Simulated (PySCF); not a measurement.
Simulation results for B₂GeH₅, BGeH₅N₂, GeH₅NO₂, CH₄BGe and others

Computed with PySCF 2.14.0. Calculation on a computer-drawn molecule: optimised geometry and harmonic frequencies of an isolated molecule of the commonest isotopes, restricted reference for singlets and unrestricted otherwise, frozen core in MP2; on germanium a core potential holds 10 electrons, which the energies leave out, and 3d is frozen in MP2 and coupled-cluster steps.

Common to all runs: basis and core potential on germanium cc-pVDZ-PP ECP10MDF.

(1) B₂GeH₅

Start structure:
```xyz
8
B2GeH5
B     -0.9722     1.8596    -1.7321
B     -0.0593     2.3069    -0.5052
Ge     1.5512     1.2218     0.0599
H     -1.9659     1.3494    -1.5408
H     -0.7840     2.1044    -2.8354
H     -0.1356     3.3585     0.0317
H      2.9977     1.1378    -0.4197
H      1.5065     0.1214     1.2299
```

It was run with charge 1, multiplicity 1, method HF and basis cc-pVDZ.

It finds rotational constants 31.72, 3.161, 3.063 GHz; total energy -345.3231 hartree; convergence status largest gradient component 1.493e-05 hartree/bohr.

Drawn bonds:
```tsv
atom	other atom	order
1	2	1
2	3	1
1	4	1
1	5	1
2	6	1
3	7	1
3	8	1
```

Optimised structure:
```xyz
8
B2GeH5
B     -1.0414     1.8701    -1.7753
B      0.0186     2.3043    -0.5393
Ge     1.5917     1.1416     0.1352
H     -2.0447     1.2742    -1.5158
H     -0.7886     2.1665    -2.9055
H     -0.0509     3.3381     0.0606
H      2.9949     1.2272    -0.4381
H      1.4587     0.1377     1.2664
```

Modes:
```tsv
frequency (cm⁻¹)	reduced mass (dalton)
171.7	3.152
200.7	1.125
280	1.049
443.5	1.103
468	4.654
498.9	1.098
579.4	1.115
795.4	1.293
862.4	1.584
942	1.047
962.1	2.354
1057	1.531
1232	1.193
2301	1.016
2319	1.026
2705	1.051
2740	1.091
2800	1.124
```

(2) BGeH₅N₂

Start structure:
```xyz
9
BGeH5N2
N      1.1321    -0.8162     0.2676
Ge    -0.5366    -0.6695     0.1106
B     -1.4950    -0.7296    -1.6271
N     -2.8105    -0.6272    -1.6468
H      1.6701    -0.7962     1.1812
H     -1.5111    -0.4972     1.3617
H     -0.8721    -0.9335    -2.7053
H     -3.3907    -0.4781    -0.8496
H     -3.3890    -0.6506    -2.4827
```

It was run with charge 0, multiplicity 1, method HF and basis cc-pVDZ.

It finds rotational constants 21.52, 2.439, 2.191 GHz; total energy -429.8538 hartree; convergence status largest gradient component 3.758e-06 hartree/bohr.

Drawn bonds:
```tsv
atom	other atom	order
1	2	2
2	3	1
3	4	1
1	5	1
2	6	1
3	7	1
4	8	1
4	9	1
```

Optimised structure:
```xyz
9
BGeH5N2
N      1.1916    -0.8348     0.2512
Ge    -0.4883    -0.6808     0.1629
B     -1.4962    -0.7517    -1.6533
N     -2.8728    -0.6219    -1.6851
H      1.5519    -0.7823     1.1939
H     -1.3666    -0.4795     1.4217
H     -0.8834    -0.9047    -2.6685
H     -3.4442    -0.4920    -0.8755
H     -3.3948    -0.6505    -2.5378
```

Modes:
```tsv
frequency (cm⁻¹)	reduced mass (dalton)
66.82	2.971
131.6	3.932
298.7	4.69
398	1.058
554.9	3.209
576.1	1.342
644.1	1.29
770.7	1.057
793.4	1.117
956.7	1.153
960.8	1.171
966.7	3.335
981.6	1.427
1209	1.476
1402	3.639
1762	1.22
2139	1.021
2742	1.098
3731	1.076
3801	1.051
3901	1.099
```

(3) GeH₅NO₂

Start structure:
```xyz
9
GeH5NO2
N      0.9973    -1.8259    -2.1711
Ge     0.8061    -1.7634    -0.3755
O      1.9278    -2.7065     0.5636
O      1.2022    -0.1470     0.1069
H      1.7351    -1.2180    -2.5818
H      0.8987    -2.7199    -2.6638
H     -0.6507    -2.1232     0.0069
H      1.8173    -3.6813     0.5212
H      1.6908    -0.1425     0.9707
```

It was run with charge 0, multiplicity 1, method HF and basis cc-pVDZ.

Results for GeH₅NO₂: rotational constants 6.066, 5.221, 3.444 GHz; total energy -500.5308 hartree; convergence status largest gradient component 3.925e-05 hartree/bohr.

Drawn bonds:
```tsv
atom	other atom	order
1	2	1
2	3	1
2	4	1
1	5	1
1	6	1
2	7	1
3	8	1
4	9	1
```

Optimised structure:
```xyz
9
GeH5NO2
N      0.9903    -1.7421    -2.1899
Ge     0.8003    -1.7551    -0.3916
O      1.9964    -2.7195     0.5049
O      1.1532    -0.1210     0.1564
H      1.8859    -1.4340    -2.5258
H      0.7210    -2.5799    -2.6739
H     -0.6037    -2.2285    -0.0367
H      1.8169    -3.6451     0.5800
H      1.6642    -0.1025     0.9538
```

Modes:
```tsv
frequency (cm⁻¹)	reduced mass (dalton)
61.85	1.161
185.3	1.318
207.1	1.391
238	3.317
287.5	4.097
302.6	1.782
554.2	1.453
730.4	6.081
742.6	3.521
758.9	1.779
783	2.673
810.4	1.094
923.7	1.138
975.8	1.156
983.9	1.147
1689	1.103
2274	1.02
3748	1.05
3845	1.095
4151	1.067
4165	1.067
```

(4) CH₄BGe

Start structure:
```xyz
7
CH4BGe
B      0.9282    -1.6427    -0.4673
C      0.7154    -0.8129    -1.5218
Ge     0.8001    -1.0837    -3.3746
H      1.1051    -2.2952     0.4487
H      0.4296     0.2814    -1.2921
H      0.5506     0.0124    -4.3556
H      1.2951    -2.4311    -3.9957
```

It was run with charge 1, multiplicity 1, method HF and basis cc-pVDZ.

The calculation gives: rotational constants 40.85, 4.586, 4.123 GHz; total energy -357.9429 hartree; convergence status largest gradient component 3.407e-05 hartree/bohr.

Drawn bonds:
```tsv
atom	other atom	order
1	2	1
2	3	2
1	4	1
2	5	1
3	6	1
3	7	1
```

Optimised structure:
```xyz
7
CH4BGe
B      0.9361    -1.6251    -0.5473
C      0.6789    -0.6613    -1.5449
Ge     0.8446    -1.0763    -3.3139
H      1.1591    -2.4550     0.2507
H      0.3766     0.3494    -1.2822
H      0.5678    -0.0404    -4.3748
H      1.2610    -2.4631    -3.7460
```

Modes:
```tsv
frequency (cm⁻¹)	reduced mass (dalton)
194.8	2.573
262.6	1.361
566.8	1.098
679.2	1.122
690.1	1.132
708	3.246
813.1	1.3
885.8	1.604
939.6	1.038
1094	1.242
1482	5.94
2336	1.015
2358	1.026
2975	1.126
3320	1.089
```

(5) B₂GeH₅

Start structure:
```xyz
8
B2GeH5
B      0.0005     1.1969     1.1760
B     -0.6816     0.6069     2.3986
Ge    -1.5509    -0.9616     1.4196
H      0.4744     1.5077     0.1631
H     -0.8561     0.6367     3.4558
H     -3.0602    -1.0036     1.6862
H     -1.1238    -2.3507     2.0317
H     -1.3672    -1.2218    -0.0103
```

It was run with charge 0, multiplicity 2, method HF and basis cc-pVDZ.

The calculation gives: rotational constants 28.57, 3.612, 3.339 GHz; total energy -345.5640 hartree; spin squared 0.7575; convergence status largest gradient component 3.175e-05 hartree/bohr.

Drawn bonds:
```tsv
atom	other atom	order
1	2	1
2	3	1
1	4	1
2	5	1
3	6	1
3	7	1
3	8	1
```

Optimised structure:
```xyz
8
B2GeH5
B      0.1364     1.3667     1.1479
B     -0.6827     0.4893     2.1759
Ge    -1.6911    -1.1999     1.4617
H      0.7298     1.9803     0.3296
H     -0.7584     0.7387     3.3457
H     -3.1971    -1.0800     1.7418
H     -1.1803    -2.4647     2.1692
H     -1.5215    -1.4198    -0.0511
```

Modes:
```tsv
frequency (cm⁻¹)	reduced mass (dalton)
102.9	1.214
137.9	2.82
465.2	1.039
486.7	1.572
499	1.248
530.2	1.984
688.2	1.513
787.5	1.237
905.9	1.052
950.1	1.281
969.4	1.069
973.5	1.02
1151	5.595
2184	1.023
2190	1.023
2208	1.012
2719	1.093
2881	1.11
```

(6) AlGeH₃O

Start structure:
```xyz
6
AlGeH3O
O     -2.9650     4.2375    -0.0580
Ge    -3.0120     2.7537    -1.0625
Al    -0.5207     1.9580    -0.5055
H     -2.1800     4.4493     0.4262
H      0.3589     2.8491     0.4849
H      0.1667     0.6491    -1.0907
```

Here we set charge 0, multiplicity 1, method MP2 and basis cc-pV(D+d)Z.

Drawn bonds:
```tsv
atom	other atom	order
1	2	1
2	3	1
1	4	1
3	5	1
3	6	1
```

**Q.** Give the missing total energy for AlGeH₃O (entry 6).
**A.** -612.2214 hartree

**Q.** Give the missing rotational constants for AlGeH₃O (entry 6).
**A.** 10.05, 3.019, 2.321 GHz

Further results for AlGeH₃O (entry 6):

```
convergence status largest gradient component : 1.284e-05 hartree/bohr
```

Optimised structure:
```xyz
6
AlGeH3O
O     -2.8620     4.2300    -0.0141
Ge    -3.0773     2.7685    -1.0882
Al    -0.6007     1.9586    -0.5425
H     -1.9871     4.2832     0.4062
H      0.1440     2.9636     0.4588
H      0.2310     0.6928    -1.0258
```

Modes:
```tsv
frequency (cm⁻¹)	reduced mass (dalton)
97.79	2.942
121.6	1.09
270.5	8.572
388.9	1.457
461.9	1.116
572	1.102
680.4	14.25
796.1	1.068
889.2	1.073
1872	1.038
1929	1.047
3792	1.067
```
